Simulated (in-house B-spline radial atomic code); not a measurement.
The numbers below are computed, except where a source is named.
**Making a Troullier-Martins d channel for Tc, r_c = 1.58 bohr**

Tc, [Kr] 4d5 5s2, non-relativistic PBE, spherical and spin-unpolarised, from a B-spline radial code for spherical atoms (atomic units). The all-electron 4d level is ε = -0.264768 hartree, its outermost node lies just inside 0.51 bohr and its outer maximum at 1.26 bohr.

Inside r_c the pseudo-orbital is u(r) = r^3 exp(p(r)), with p = c0 + c2 r² + c4 r⁴ + … + c12 r¹². The seven coefficients follow from p and its first four derivatives at r_c, from zero curvature of the screened potential at the origin, c4 = −c2²/(2l + 5), and from the norm inside r_c. At r_c the all-electron orbital has P = 0.7567241, P' = -0.3024281, the screened potential V = -1.767424, V' = 2.855991, V'' = -6.24473, and the norm inside is Q = 0.5232582.

**Question.** What are p, p' and p'' at r_c?

**Answer.** p = ln(P/r_c^3) = ln(0.7567241/3.94431) = -1.65103. p' = P'/P − 3/r_c = -0.39965 − 1.89873 = -2.29839. The radial equation gives p'' = 2(V − ε) − 2(3) p'/r_c − p'² = -3.00531 − (-8.72806) − 5.28259 = 0.44016. Differentiating, p''' = 2V' + 2(3)p'/r_c² − 2(3)p''/r_c − 2p'p'' = 0.53972, and p'''' = 2V'' − 4(3)p'/r_c³ + 4(3)p''/r_c² − 2(3)p'''/r_c − 2p''² − 2p'p''' = -3.3372.

For a trial c2 the five matching conditions are linear in c0, c6, c8, c10 and c12, and c2 is varied until the norm inside r_c equals Q. The root nearest zero gives:

```tsv
n	c_n
0	0.9890523
2	-1.275341
4	-0.1807216
6	0.2773348
8	-0.1102056
10	0.02078696
12	-0.001569858
```

**Question.** Check c4 and p(r_c), and find the screened pseudopotential at the origin.

**Answer.** −c2²/9 = -0.180722, as listed. The terms c_n r_c^n are 0.98905, -3.18376, -1.12626, 4.31466, -4.28016, 2.01540, -0.37997, which sum to -1.65103. Inverting the radial equation, V_l(r) = ε + 3 p'/r + (p'' + p'²)/2, so V_l(0) = ε + (2l + 3) c2 = -0.264768 + 7 × (-1.27534) = -9.1922 hartree, finite where the all-electron potential diverges.

Orbitals and screened potentials:

```tsv
r (bohr)	P	u	V all-electron	V pseudo
0.158	-0.2922	0.01027	-152.8	-9.185
0.395	-0.2298	0.1353	-33.93	-8.96
0.632	0.278	0.4022	-13.83	-7.982
0.869	0.6393	0.6637	-7.24	-6.137
1.106	0.7935	0.7972	-4.252	-4.1
1.343	0.8098	0.81	-2.663	-2.631
1.58	0.7567	0.7567	-1.767	-1.767
```

Logarithmic derivatives P'/P at R = 1.88 bohr, for energies E around ε:

```json
{"E − ε (hartree)": "-0.5", "all-electron": "0.507357", "pseudo": "0.507112"}
{"E − ε (hartree)": "-0.25", "all-electron": "0.0739786", "pseudo": "0.0738685"}
{"E − ε (hartree)": "-0.1", "all-electron": "-0.271199", "pseudo": "-0.271237"}
{"E − ε (hartree)": "0", "all-electron": "-0.557463", "pseudo": "-0.557482"}
{"E − ε (hartree)": "0.1", "all-electron": "-0.909557", "pseudo": "-0.909616"}
{"E − ε (hartree)": "0.25", "all-electron": "-1.63342", "pseudo": "-1.63383"}
{"E − ε (hartree)": "0.5", "all-electron": "-4.11982", "pseudo": "-4.12504"}
```

**Question.** With P(R) = 0.6535232 and a norm of 0.6733215 inside R, what slope in energy does norm conservation fix?

**Answer.** d(P'/P)/dE = −2 × (norm inside R)/P(R)² = -3.1530 per hartree·bohr at E = ε, for both atoms, since orbital and norm agree at R. Differences over ±0.1 hartree give -3.1918 (all-electron) and -3.1919 (pseudo), which also hold third-order terms. Half a hartree below ε the two curves differ by -0.0002.
